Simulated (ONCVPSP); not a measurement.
Before and after: ONCV potential for Sr (Z = 38)

Sr, optimised norm-conserving Vanderbilt (ONCV), made with ONCVPSP 4.0.1 (PW91, scalar-relativistic). Core [Ar] 3d10, reference 4s2 4p6 5s1.5 5p0.5. Waves: 4s+5s: rc 2.10 bohr, ncon 3, nbas 7, qcut 4.6 1/bohr, 2 projectors; 4p+5p: rc 2.55 bohr, ncon 4, nbas 7, qcut 5.8 1/bohr, 2 projectors; d scattering state at 0.33 Ha: rc 2.10 bohr, ncon 4, nbas 8, qcut 5.1 1/bohr, 2 projectors, debl 3.7 Ha; f scattering state at 0.03 Ha: rc 2.75 bohr, ncon 4, nbas 7, qcut 4 1/bohr, 2 projectors, debl 2.5 Ha. Local part: polynomial inside 1.70 bohr (lpopt 5, dvloc0 -1 Ha). Core correction: none.

In the d channel the program set the typed energies aside and used 0.050, 3.750 Ha.

Change: all radii scaled by about 1.16 (s 2.44, p 2.96, d 2.44, f 3.18 bohr); local potential polynomial inside 1.96 bohr (lpopt 5, dvloc0 -1 Ha).

Cutoffs: the cutoffs (Ha) at which the residual kinetic energy of the hardest occupied pseudo-wave falls to 1 and 0.1 mHa per electron; they do not see the model core or the augmentation charge, which bear on the density cutoff. Errors are all-electron minus pseudo energies relative to the spin-unpolarised reference configuration.

Predict the effect on cutoff, ghosts and configuration errors.

The potential gets neither clearly harder nor softer (8.3 Ha and 10 Ha → 8.2 Ha and 10 Ha); a bound ghost appears in f, which as a rule spoils a file; of the 4 tests that both files solve, the error grows in 1 and shrinks in 1 by more than 15 % and 0.3 meV (median size 1.1 → 0.9 meV).

| quantity | base | changed |
| --- | --- | --- |
| cutoff, loose | 8.3 Ha | 8.2 Ha |
| cutoff, tight | 10 Ha | 10 Ha |
| loose cutoff by channel | s 7.3 Ha, p 8.3 Ha | s 3.9 Ha, p 8.2 Ha |
| bound ghosts | none | f |
| GHOST(+) flags under 300 eV | f at 50.9 eV | d at 81.1 eV |
| error for 4s2 4p6 5s2 5p0, meV [ΔE -1.14 eV] | 0.0 | 0.0 |
| error for 4s2 4p6 5s1 5p0, meV [ΔE 4.78 eV] | -0.4 | -0.4 |
| error for 4s2 4p6 5s0 5p0, meV [ΔE 15.83 eV] | -1.8 | -2.2 |
| error for 4s2 4p6 4d1 5s1 5p0, meV [ΔE 1.18 eV] | -3.1 | -1.4 |

Base: The cutoffs count occupied waves only; projector 2 of the f channel, the hardest unoccupied one, needs 33 Ha at the loose tolerance. Changed file: The cutoffs count occupied waves only; projector 2 of the f channel, the hardest unoccupied one, needs 24 Ha at the loose tolerance. A true bound ghost makes a file unfit for plane-wave use even where its test errors are small: the radial tests pick states by their node count and pass the ghost by.
